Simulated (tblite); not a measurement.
C₆H₁₃GeNSi.
Numbering: `[H]/[N:1]=[CH:2]/[CH:3]=[C:4]1\[CH2:5][SiH2:6][CH2:7][GeH2:8][CH2:9]1` (hydrogens: H10 on N1; H11 on C2; H12 on C3; H13, H14 on C5; H15, H16 on Si6; H17, H18 on C7; H19, H20 on Ge8; H21, H22 on C9)

Computed with GFN2-xTB (tblite), gas phase: L-BFGS steps from a force-field or distance-geometry start until the largest atomic force falls under 0.01 eV/Å.

Step 0: E = -706.8091 eV
```
atom  x, y, z in Å  |  force x, y, z in eV/Å
N1      3.7340    0.1042   -1.2602   -1.135   0.139   0.592
C2      2.6737   -0.2556   -0.6060    1.794   0.810  -0.920
C3      1.7116    0.7509   -0.1577    0.167  -0.711  -0.254
C4      0.6210    0.5126    0.5986    0.037  -0.688   0.067
C5      0.2597   -0.8768    1.1150    0.440   0.831   0.757
Si6    -0.9490   -1.6697   -0.0902    0.202  -0.719  -0.427
C7     -2.4595   -0.5733   -0.1825   -1.053  -0.183   0.159
Ge8    -1.8948    1.2824   -0.3887   -0.578   0.382  -0.808
C9     -0.3939    1.5928    0.8119    0.587   0.387   0.887
H10     4.4182   -0.5984   -1.5844   -0.803   0.106   0.435
H11     2.5269   -1.3146   -0.4026   -0.496  -0.101   0.305
H12     1.8634    1.7627   -0.5143    0.249  -0.166  -0.020
H13    -0.2508   -0.7889    2.1020    0.400   0.030  -0.530
H14     1.1477   -1.5245    1.2654   -0.498   0.569  -0.113
H15    -0.3222   -1.7477   -1.4136    0.023  -0.043  -0.021
H16    -1.3223   -3.0085    0.3959    0.016   0.032  -0.009
H17    -3.0310   -0.6705    0.7699    0.164   0.022  -0.752
H18    -3.0995   -0.8872   -1.0330    0.210   0.182   0.674
H19    -3.0736    2.2394   -0.0578    0.375  -0.193  -0.201
H20    -1.4196    1.4961   -1.8454   -0.240   0.061   0.486
H21     0.0175    2.6122    0.6174   -0.087  -0.766   0.187
H22    -0.7677    1.5815    1.8594    0.226   0.017  -0.494
```

Q: Estimate the geometry and energy of step 1. (The exact step hangs on the optimiser's Hessian estimate; all steps are aligned on step 0, rigid shifts and turns removed.)

A: E = -706.9457 eV, largest force 1.674 eV/Å
```
atom  x, y, z in Å  |  force x, y, z in eV/Å
N1      3.7178    0.1062   -1.2518    1.269   0.679  -0.854
C2      2.6993   -0.2441   -0.6192   -0.806  -0.443   0.673
C3      1.7140    0.7408   -0.1613    0.018  -0.339  -0.180
C4      0.6215    0.5028    0.5996    0.279  -0.173  -0.081
C5      0.2660   -0.8649    1.1258    0.069   0.361   0.125
Si6    -0.9462   -1.6800   -0.0963    0.087  -0.181  -0.110
C7     -2.4745   -0.5759   -0.1802   -0.130  -0.066   0.024
Ge8    -1.9031    1.2879   -0.4002   -0.240   0.165  -0.337
C9     -0.3855    1.5983    0.8245    0.327  -0.199   0.185
H10     4.4067   -0.5969   -1.5782   -0.792   0.277   0.417
H11     2.5198   -1.3160   -0.3983   -0.346   0.229   0.193
H12     1.8670    1.7603   -0.5146    0.166  -0.313   0.040
H13    -0.2451   -0.7885    2.0944    0.201   0.099  -0.137
H14     1.1406   -1.5163    1.2638   -0.239   0.413  -0.051
H15    -0.3219   -1.7483   -1.4139    0.069  -0.055  -0.113
H16    -1.3221   -3.0081    0.3958    0.003  -0.079   0.023
H17    -3.0287   -0.6701    0.7592   -0.115  -0.023  -0.307
H18    -3.0965   -0.8846   -1.0234   -0.094   0.034   0.314
H19    -3.0683    2.2366   -0.0607    0.261  -0.101  -0.196
H20    -1.4230    1.4970   -1.8384   -0.202   0.085   0.315
H21     0.0162    2.6012    0.6200    0.104  -0.384   0.145
H22    -0.7645    1.5818    1.8524    0.112   0.013  -0.088
```

The energy changes by -0.1365 eV. The first-order estimate −F·Δx gives -0.2585 eV and the mean of the old and new forces, exact on a quadratic surface, -0.1328 eV. The step makes an angle of 0° with the force vector and moves no atom by more than 0.031 Å.

What follows is the cost of the whole relaxation. On an Arm Neoverse N1 with one thread, on a shared host, this took 0.91 s.
